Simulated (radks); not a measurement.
Trend from N+ to Bi+: ionisation energy by Delta-SCF between NIST ground configurations, and size. All-electron calculation, Dirac Kohn-Sham, PBE, spin-unpolarised, spherical densities, finite nucleus; open shells are shared between the two j in proportion to 2j + 1; Fermi nuclear charge, rms radius of each element as measured or else 0.836 A^(1/3) + 0.57 fm. Program: a radial shooting solver on a logarithmic mesh with Libxc functionals.

species      configuration  configuration of the ion  IE (eV)  NIST (eV)       kind  outermost  <r> outermost (bohr)  r at 0.001 e/bohr^3 (bohr)
N+            [He] 2s2 2p2              [He] 2s2 2p1   28.854     29.601  semi-emp.      2p3/2                  1.28                        3.02
P+            [Ne] 3s2 3p2              [Ne] 3s2 3p1   19.147     19.769  semi-emp.      3p3/2                  2.14                        3.84
As+      [Ar] 3d10 4s2 4p2         [Ar] 3d10 4s2 4p1   17.922     18.589       exp.      4p3/2                  2.33                        3.96
Sb+      [Kr] 4d10 5s2 5p2         [Kr] 4d10 5s2 5p1   15.989      16.63       exp.      5p3/2                  2.70                        4.28
Bi+               [Hg] 6p2                  [Hg] 6p1   15.428     16.703       exp.      6p3/2                  2.90                        4.34

Reference values: NIST Atomic Spectra Database (exp. = measured, semi-emp. = semi-empirical, theory = theoretical value adopted there). Spin polarisation and multiplet splitting are left out, so open shells lie too high by an amount that depends on their filling. Sharing an open shell by 2j + 1 raises it above the true ground level by a part of the spin-orbit splitting, which enters the differences from NIST.

Beside tabulated values, note that spin-unpolarised runs miss the spin-polarisation part of the exchange energy of open shells.
